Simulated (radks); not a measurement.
Task: Neutral boron, 5 electrons, occupied as [He] 2s2 3d1 (not the ground configuration). All-electron calculation, scalar-relativistic Kohn-Sham, PBE, spin-polarised, spherical densities, finite nucleus; open shells are filled with parallel spins first; Fermi nuclear charge, rms radius 2.406 fm. Program: a radial shooting solver on a logarithmic mesh with Libxc functionals. Some entries of the table are withheld. Estimate them.

orbital  occ.  eigenvalue (hartree)  <r> (bohr)  <1/r> (bohr^-1)
1s down     1                   (1)      0.3291            4.657
1s up       1                   (2)      0.3291            4.657
2s up       1              -0.59669       1.786           0.8022
2s down     1              -0.59518       1.782           0.8040
3d up       1              -0.02907       9.514           0.1234

Result: 
(1) 1s down eigenvalue (hartree): -6.99468
(2) 1s up eigenvalue (hartree): -6.99458
